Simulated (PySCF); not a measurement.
**Computed spin Hamiltonian**

Species: C7H5ClN (doublet state).
Cartesian coordinates in Å at the GFN2-xTB level; atoms count from 1:
```xyz
14
C7H5ClN angstrom
N     -2.9270    1.4120   -0.8575
C     -2.4074    0.5040   -0.3982
C     -1.7092   -0.6215    0.1780
C     -0.2469   -0.4951   -0.0851
C      0.5996   -1.2300   -0.7878
C      1.9540   -0.7356   -0.7463
C      1.9579    0.3872   -0.0151
C      0.5625    0.6870    0.4483
Cl     0.4515    0.8232    2.2196
H     -2.0964   -1.5453   -0.2580
H     -1.8981   -0.6234    1.2577
H      2.7884   -1.2044   -1.2315
H      2.7929    1.0192    0.2220
H      0.1776    1.6224    0.0318
```

The hyperfine couplings belong to this conformer and change with its torsions.

The species is `N#CCC1=[C]C=C[C@@H]1Cl` [radical].

The calculation used PySCF, UKS B3LYP, pcH-1 on C Cl H N, non-relativistic, mean-field spin-orbit, GIAO. One conformer (not necessarily the lowest) at the GFN2-xTB geometry, without solvent, vibrations or thermal averaging. The geometry wasn't refined by DFT: couplings that depend on bond lengths, twists or pyramidal angles can differ widely from those at the functional's own minimum. The SCF solution wasn't tested for stability.

- g1, g2, g3: 2.00195, 2.00209, 2.00310
- g_iso: 2.00238
- Form of g: close to axial: the two nearest values differ by 12 % of g3 − g1
- ⟨S²⟩: 0.7609 (exact 0.7500)
- α and β electrons: 36, 35
- HOMO–LUMO gap, α and β orbitals: 4.91, 3.48 eV

Isotropic coupling and dipolar principal values T1 to T3, in mT; ρ(0) is the spin density at the nucleus (MHz turned into mT with g_iso):

```
atom  isotope  a_iso  of which spin–orbit     T1     T2    T3  Mulliken spin population  ρ(0) (bohr⁻³)
  N1      14N   0.00                 0.00  -0.01   0.00  0.01                      0.00        -0.0001
  C2      13C  -0.27                 0.00  -0.02   0.00  0.02                      0.00        -0.0067
  C3      13C   0.59                 0.00  -0.07  -0.06  0.13                      0.02         0.0146
  C4      13C   0.61                 0.00  -0.85   0.04  0.81                     -0.14         0.0153
  C5      13C  15.53                -0.01  -2.82  -2.07  4.89                      1.01         0.3874
  C6      13C   1.46                 0.00  -0.39  -0.15  0.54                     -0.03         0.0364
  C7      13C   1.61                 0.00  -0.18   0.05  0.12                      0.05         0.0401
  C8      13C   2.63                 0.00  -0.23  -0.19  0.42                      0.06         0.0655
 Cl9     35Cl   0.01                 0.00  -0.16  -0.09  0.25                      0.01         0.0008
 H10       1H  -0.07                 0.00  -0.14  -0.10  0.24                      0.00        -0.0004
 H11       1H  -0.35                 0.00  -0.07  -0.06  0.12                      0.00        -0.0022
 H12       1H   0.44                 0.00  -0.24  -0.19  0.43                      0.00         0.0027
 H13       1H   0.42                 0.00  -0.10  -0.10  0.19                      0.01         0.0026
 H14       1H   0.03                 0.00  -0.12  -0.06  0.18                      0.00         0.0002
```

The largest Mulliken spin populations are on C5 (+1.01), C4 (-0.14) and C8 (+0.06). No atom but C5 exceeds +0.15. The positive populations add up to 1.18 and the negative ones to -0.18, together 2S = 1.

Axes: g2 points within 7° of the C4–C5 bond.

Under fast tumbling the dipolar parts average out, and these isotropic splittings remain: 1 × 1H (H12, I = 1/2, 2 lines) with 0.44 mT, 1 × 1H (H13, I = 1/2, 2 lines) with 0.42 mT, 1 × 1H (H11, I = 1/2, 2 lines) with 0.35 mT and 1 × 1H (H10, I = 1/2, 2 lines) with 0.07 mT.

The 13C coupling of C5 (435.4 MHz) shows only in satellite lines or after enrichment, since that isotope makes up about 1.07 % of natural carbon.

The run took 1.7 min wall (grids of density and orbitals included) on an Arm Neoverse V2 with one thread (shared host), and the process peaked at 0.98 GiB of memory.
